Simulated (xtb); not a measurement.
GaH₂I, SMILES [GaH2][I]. All values are semi-empirical tight-binding results from xtb (GFN2-xTB unless named), good for trends rather than for accurate numbers. Geometry optimised at GFN2-xTB.

For metal compounds this method's bond lengths and energies can be far off.

Computed properties:
The point group as xtb finds it is C2v and the orbital gap is 5.17 eV. The zero-point energy comes out as 7.3 kcal/mol. The G − E(el) at 298.15 K (modified RRHO) is -9.9 kcal/mol.
